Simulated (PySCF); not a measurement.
A PySCF script (with the pyscf-properties extension) for the NMR shieldings of `CC[Si@H]([SiH3])CC#N`, C₄H₁₁NSi₂, on a GFN2-xTB geometry:

```python
import basis_set_exchange as bse
import numpy as np
from pyscf import gto, dft
from pyscf.prop import nmr

atoms = """
C    -1.963312   -1.401615   -0.495024
C    -0.467959   -1.366889   -0.202273
Si    0.054059    0.202613    0.751270
Si   -0.476758    2.166448   -0.364261
C     1.970354    0.063888    0.990610
C     2.625519    0.113545   -0.273180
N     3.109268    0.156155   -1.310597
H    -2.257168   -0.543697   -1.096112
H    -2.232588   -2.305741   -1.038222
H    -2.535711   -1.378562    0.429850
H     0.081772   -1.418717   -1.145234
H    -0.198060   -2.264759    0.358357
H    -0.459705    0.083295    2.132941
H     0.068790    2.201184   -1.721326
H    -1.929080    2.340174   -0.469159
H     0.037245    3.340655    0.348120
H     2.235489   -0.870645    1.486390
H     2.329085    0.888987    1.606192
"""
names = dict.fromkeys(["C", "Si", "N", "H"], "pcSseg-1")
basis = {el: gto.basis.parse(bse.get_basis(n, elements=[el], fmt="nwchem")) for el, n in names.items()}
mol = gto.M(atom=atoms, basis=basis, charge=0, verbose=0)
mf = dft.RKS(mol, xc="PBE0")
mf.grids.level = 2
mf.grids.alignment = dft.numint.BLKSIZE   # the property module wants whole blocks of grid points
mf.conv_tol = 1e-9
mf.kernel()

calc = nmr.RKS(mf)   # GIAO
C = mf.mo_coeff
Co = C[:, mf.mo_occ > 0]
resp = mf.gen_response(singlet=True, hermi=2)
def vind(x):   # induced exchange potential for any number of trial vectors
    d = np.einsum("pi,xij,qj->xpq", C, 2 * x.reshape(-1, C.shape[1], Co.shape[1]), Co, optimize=True)
    return np.einsum("xpq,pi,qj->xij", resp(d - d.transpose(0, 2, 1)), C, Co, optimize=True).ravel()
mo1, _ = nmr.rhf.solve_mo1(calc, with_cphf=vind)
sigma = calc.kernel(mo1)
for i, s in enumerate(sigma):   # ppm
    print("%2d %-2s %9.2f" % (i, mol.atom_pure_symbol(i), np.trace(s) / 3))
```

**Question.** Give the expected output.

**Answer.** 
```
 0 C     175.31
 1 C     178.18
 2 Si    382.50
 3 Si    471.71
 4 C     186.74
 5 C      63.47
 6 N     -28.70
 7 H      30.80
 8 H      30.13
 9 H      30.71
10 H      30.34
11 H      30.67
12 H      27.37
13 H      27.95
14 H      28.21
15 H      28.33
16 H      30.02
17 H      30.19
```

These numbers come from an equivalent density-fitted implementation of the same equations, which agrees with the script to about 0.01 ppm for H and up to a few tenths of a ppm for heavy atoms, so last digits may differ.

**Question.** Turn these shieldings into chemical shifts. Scale: ¹³C (σ = 186.93 ppm) and ²⁹Si (σ = 349.16 ppm) and ¹H (σ = 31.72 ppm) against TMS; ¹⁵N (σ = 267.73 ppm) against NH3 (reference shieldings calculated alike).

**Answer.** Averaging equivalent atoms: C 5: 123.5; C 0: 11.6; C 1: 8.7; C 4: 0.2; Si 2: -33.3; Si 3: -122.5; N 6: 296.4; H 12: 4.34; H 13/14/15: 3.56; H 16: 1.70; H 17: 1.53; H 10: 1.38; H 7/8/9: 1.17; H 11: 1.05 ppm. Experimental scales use liquid or dissolved standards, which lie at an offset from isolated NH3 (liquid NH3: subtract about 20 ppm). Unscaled 15N shifts of sp2 nitrogen come out 20 to 40 ppm too high even then.

Size and cost of the density-fitted run: 188 basis functions, 56 s wall time on 1 thread of an Arm Neoverse N1, shared host; peak memory 0.84 GiB.
